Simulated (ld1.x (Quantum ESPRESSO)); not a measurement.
u(r) = r·R(r): atom against pseudo-atom (Cu (Z = 29))

Columns: radius, all-electron u(r) and pseudo u(r) of the 4s shell (level -22.55 eV) of copper in the configuration [Ar] 3d9 4s0 4p0; LDA (PZ), scalar-relativistic, PAW scheme, ld1.x (Quantum ESPRESSO) 7.5.

```tsv
r (bohr)	all-electron	pseudo
0.145	-0.2086	-0.0845
0.290	0.0237	-0.1681
0.435	0.3018	-0.2501
0.580	0.3373	-0.3297
0.725	0.2060	-0.4057
0.870	0.0094	-0.4772
1.015	-0.1916	-0.5429
1.160	-0.3686	-0.6017
1.305	-0.5107	-0.6523
1.450	-0.6164	-0.6936
1.595	-0.6882	-0.7245
1.740	-0.7305	-0.7440
1.885	-0.7484	-0.7516
2.030	-0.7466	-0.7469
2.175	-0.7296	-0.7296
2.320	-0.7013	-0.7013
2.465	-0.6650	-0.6650
2.610	-0.6235	-0.6235
2.755	-0.5790	-0.5790
2.900	-0.5332	-0.5332
3.045	-0.4876	-0.4876
3.190	-0.4430	-0.4430
3.335	-0.4003	-0.4003
3.480	-0.3599	-0.3599
3.625	-0.3222	-0.3222
3.770	-0.2873	-0.2873
```

Q: How many radial nodes do the two functions have?

A: The all-electron 4s function has n − l − 1 = 3 (the table is too coarse to show those close to the nucleus); the pseudo-wave has 0, since the states of the same l below it are removed with the core.

Q: At about which radius was the pseudo-wave matched?

A: 2.15 bohr, where the columns begin to agree (steps of 0.14 bohr).

Q: Is the pseudo-wave norm-conserving?

A: No, it belongs to a PAW set: the norm inside the radius is not constrained, and the difference is carried by the augmentation charge.
